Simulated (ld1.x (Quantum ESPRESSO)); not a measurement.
# Co (Z = 27): excitation energies, all-electron against RRKJ

* Element: cobalt
* Generator: ld1.x (Quantum ESPRESSO) 7.5
* Type: norm-conserving RRKJ (Kleinman–Bylander form)
* Functional: LDA (PZ)
* Relativity: scalar-relativistic
* Frozen core: [Ne] 3s2
* Valence charge: 15
* Reference configuration: 3p6 3d7 4s1 4p0 (charge +1)
* Partial waves: 3p (bound): rc 0.80 bohr; 3d (bound): rc 1.35 bohr; 4s (bound): rc 1.50 bohr
* Local potential: the s channel
* Core correction: Bessel-smoothed model core inside 0.80 bohr
* rho0: 0.005

Energies are relative to the spin-unpolarised reference configuration 3p6 3d7 4s1 4p0; without spin polarisation the order of configurations can differ from experiment. Spin-polarised rows fill each open shell by Hund’s rule, majority spin first.

```json
{"valence configuration": "3p6 3d7 4s2 4p0", "charge": "0", "ΔE all-electron (eV)": "-9.296", "error AE − PS (meV)": "+3.3"}
{"valence configuration": "3p6 3d7 4s0 4p0", "charge": "+2", "ΔE all-electron (eV)": "17.085", "error AE − PS (meV)": "-4.0"}
{"valence configuration": "3p6 3d6 4s2 4p0", "charge": "+1", "ΔE all-electron (eV)": "6.164", "error AE − PS (meV)": "-62"}
{"valence configuration": "3p6 3d7 4s1 4p1", "charge": "0", "ΔE all-electron (eV)": "-4.867", "error AE − PS (meV)": "-556"}
{"valence configuration": "3p6 3d7 4s0 4p2", "charge": "0", "ΔE all-electron (eV)": "-0.151", "error AE − PS (meV)": "-1379"}
{"valence configuration": "3p6 3d7.5 4s1.5 4p0", "charge": "0", "ΔE all-electron (eV)": "-10.276", "error AE − PS (meV)": "-14"}
{"valence configuration": "3p6 3d7 4s2 4p0 (spin-polarised)", "charge": "0", "ΔE all-electron (eV)": "-11.279", "error AE − PS (meV)": "+122"}
```

(1) What are ΔE and the potential's error for 3p6 3d6 4s0 4p0?

(2) What are ΔE and the potential's error for 3p6 3d7 4s1 4p0 (spin-polarised)?

Answers

(1) ΔE = 53.273 eV all-electron; the error (AE − PS) is -258 meV.

(2) ΔE = -2.579 eV all-electron; the error (AE − PS) is +110 meV.

These tests converged, but a pseudo level misses the all-electron one widely, so the file describes the atom poorly there or has found another state: 3p6 3d6 4s0 4p0: empty 4p by 2.7 eV (a node warning on the way).
